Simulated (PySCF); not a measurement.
$^{29}$Si chemical shifts

In vacuum, non-relativistic, one averaged value for each set of equivalent atoms, a single conformation. NMR shieldings at PBE0/pcSseg-1/GIAO; structure optimised with GFN2-xTB; PySCF 2.14.

Shieldings were converted by a linear fit to measured shifts: $^{29}$Si (scatter 8.9 ppm rms, 25.8 ppm with the 6 outliers that the fit left out vs TMS, solution or neat liquid). Occasional misses reach two or three times the rms, and more in compound classes unlike the fitted ones.

Question: Give the $^{29}$Si shifts of `C[SiH2][SiH](N[SiH3])[SiH2]C`, `C=C[SiH2][SiH2]C#N`, `CCC[Si@H](CC)CCl`, `C#CC1([SiH2]O[SiH2]O)CC1`, `C#CC1([SiH2]O[SiH2]O)CC1`, `CC(=O)[C@@]1([SiH3])C=CO[SiH2]1`.

Answer: 
```
                                                         compound                                             environment  δ (ppm)
            [CH3:1][SiH2:2][SiH:3]([NH:4][SiH3:5])[SiH2:6][CH3:7]                       Si3: silicon bonded to N, 2 Si, H    -39.6
            [CH3:1][SiH2:2][SiH:3]([NH:4][SiH3:5])[SiH2:6][CH3:7]                           Si5: silicon bonded to N, 3 H    -52.0
            [CH3:1][SiH2:2][SiH:3]([NH:4][SiH3:5])[SiH2:6][CH3:7]                Si2/6: silicon bonded to C, Si, 2 H (×2)    -74.5
                        [CH2:1]=[CH:2][SiH2:3][SiH2:4][C:5]#[N:6]                       Si3: silicon bonded to C, Si, 2 H    -72.3
                        [CH2:1]=[CH:2][SiH2:3][SiH2:4][C:5]#[N:6]                       Si4: silicon bonded to C, Si, 2 H    -94.9
                                                 CCC[Si@H](CC)CCl                                silicon bonded to 3 C, H    -16.2
   [CH:1]#[C:2][C:3]1([SiH2:4][O:5][SiH2:6][OH:7])[CH2:8][CH2:9]1                        Si4: silicon bonded to C, O, 2 H    -24.5
   [CH:1]#[C:2][C:3]1([SiH2:4][O:5][SiH2:6][OH:7])[CH2:8][CH2:9]1                         Si6: silicon bonded to 2 O, 2 H    -39.6
   [CH:1]#[C:2][C:3]1([SiH2:4][O:5][SiH2:6][OH:7])[CH2:8][CH2:9]1                        Si4: silicon bonded to C, O, 2 H    -24.4
   [CH:1]#[C:2][C:3]1([SiH2:4][O:5][SiH2:6][OH:7])[CH2:8][CH2:9]1                         Si6: silicon bonded to 2 O, 2 H    -39.6
[CH3:1][C:2](=[O:3])[C@@:4]1([SiH3:5])[CH:6]=[CH:7][O:8][SiH2:9]1  Si9: silicon bonded to C, O, 2 H, in a 5-membered ring     -3.4
[CH3:1][C:2](=[O:3])[C@@:4]1([SiH3:5])[CH:6]=[CH:7][O:8][SiH2:9]1                           Si5: silicon bonded to C, 3 H    -61.6
```

Question: Order these by $^{29}$Si shift, lowest first.
A. CCCC1=CC(=O)[SiH2]C1
B. C=CC[Si@@H]1CC[C@H]1C=O
C. CCC[Si@@H](Cl)C(C)C
D. C#CC[Si@@H]1C=C(C#N)C1

Answer: A (-67.0 ppm, silicon bonded to 2 C, 2 H, in a 5-membered ring), D (-20.7 ppm, silicon bonded to 3 C, H, in a 4-membered ring), B (-2.2 ppm, silicon bonded to 3 C, H, in a 4-membered ring), C (7.1 ppm, silicon bonded to 2 C, Cl, H).
